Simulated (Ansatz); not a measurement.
Compare A (`[CH3][SnH]([SiH3])[Cl]`) with its isomer B (`[CH3][SnH2][SiH2]Cl`).

Program: Ansatz. Geometries: PBE0-D4/def2-TZVP. ΔE: electronic, gas phase. CBS: MP2 limit from def2 TZ/QZ plus the TZ coupled-cluster correction, frozen cores. DFT in def2-TZVPP. B3LYP here is the variant with VWN-RPA as its local correlation; programs differ in this. Elements past krypton have def2 core potentials. For Sn outer-core shells are correlated without core-valence functions, which leaves a few kJ/mol of doubt a bond. One conformer a species, not always the lowest.

A:

```xyz
11

C    -1.744   -0.963    0.042
Sn    0.187   -0.367    0.727
Si    1.347    1.460   -0.649
Cl    1.537   -2.274    0.442
H    -1.683   -1.249   -1.008
H    -2.452   -0.142    0.154
H    -2.081   -1.817    0.630
H     0.189   -0.087    2.414
H     0.585    2.733   -0.537
H     1.388    1.041   -2.073
H     2.727    1.665   -0.143
```

B:

```xyz
11

C    -0.779   -0.021    1.748
Sn    0.170   -0.993    0.093
Si    0.734    0.758   -1.698
Cl   -0.941    1.941   -1.989
H    -1.108   -0.763    2.475
H    -0.080    0.664    2.228
H    -1.642    0.541    1.393
H    -0.880   -2.167   -0.572
H     1.598   -1.783    0.612
H     1.836    1.660   -1.277
H     1.090    0.163   -3.012
```

Question: Which isomer does CCSD(T)/CBS put lower? Give the gap. (Estimate.)

Answer: Computed: A, by 14.7 kJ/mol.

Question: Give E(B) − E(A) in kJ/mol with MP2/def2-TZVPP, r2SCAN-D4, B3LYP, PBE0-D4, B3LYP-D4, HF/def2-TZVPP, B2PLYP. (Estimate.)

Answer: Ansatz gave: MP2/def2-TZVPP 10.6, r2SCAN-D4 13.5, B3LYP 16.3, PBE0-D4 11.8, B3LYP-D4 15.6, HF/def2-TZVPP 20.2, B2PLYP 14.6. None reverses the order clearly.

Largest T1 diagnostic: 0.011.

In def2-TZVPP, CCSD(T) changes the Hartree–Fock value by −9.2 kJ/mol (the triples alone add −0.4 kJ/mol) and MP2 by −9.6 kJ/mol.
